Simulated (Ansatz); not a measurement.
`C[N]=[W]([CH3])(=[O])[N](C)C` and `C[N]=[W](=[O])([N](C)C)[N](C)C` differ in one atom or group.

Ansatz, PBE0-D4/def2-TZVP geometries, multiplicity 1. Each molecule was computed in one conformer, which needn't be the lowest.

Elements past krypton have def2 core potentials.

| property | `C[N]=[W]([CH3])(=[O])[N](C)C` |
| --- | --- |
| HOMO energy (PBE0/def2-TZVPP) / eV | -6.84 |
| HOMO energy (ωB97M-V/def2-TZVPP) / eV | -9.09 |
| HOMO–LUMO gap (PBE0/def2-TZVPP) / eV | 6.01 |
| size of the dipole moment (ωB97M-V/def2-TZVPP) / D | 3.25 |
| LUMO energy (B3LYP/def2-TZVPP) / eV | -1.05 |
| HOMO–LUMO gap (B3LYP/def2-TZVPP) / eV | 5.58 |

Task: What does the change do to each property? (Estimate.)

Result: Computed: 
```json
{"property": "HOMO energy (PBE0/def2-TZVPP) / eV", "`C[N]=[W](=[O])([N](C)C)[N](C)C`": "-6.17", "shift": "0.67"}
{"property": "HOMO energy (ωB97M-V/def2-TZVPP) / eV", "`C[N]=[W](=[O])([N](C)C)[N](C)C`": "-8.34", "shift": "0.75"}
{"property": "HOMO–LUMO gap (PBE0/def2-TZVPP) / eV", "`C[N]=[W](=[O])([N](C)C)[N](C)C`": "5.87", "shift": "-0.14"}
{"property": "size of the dipole moment (ωB97M-V/def2-TZVPP) / D", "`C[N]=[W](=[O])([N](C)C)[N](C)C`": "3.02", "shift": "-0.23"}
{"property": "LUMO energy (B3LYP/def2-TZVPP) / eV", "`C[N]=[W](=[O])([N](C)C)[N](C)C`": "-0.52", "shift": "0.53"}
{"property": "HOMO–LUMO gap (B3LYP/def2-TZVPP) / eV", "`C[N]=[W](=[O])([N](C)C)[N](C)C`": "5.46", "shift": "-0.12"}
```

With PBE0 the HOMO rises by 0.67 eV and the LUMO rises by 0.53 eV, so the gap narrows by about 0.14 eV. PBE moves the HOMO by 0.60 eV and ωB97M-V by 0.75 eV. Dipoles are sizes alone; their direction can turn.

Positive LUMOs are unbound, so they and the gaps depend on the basis.

B3LYP here is the variant with VWN-RPA as its local correlation; programs differ in this.
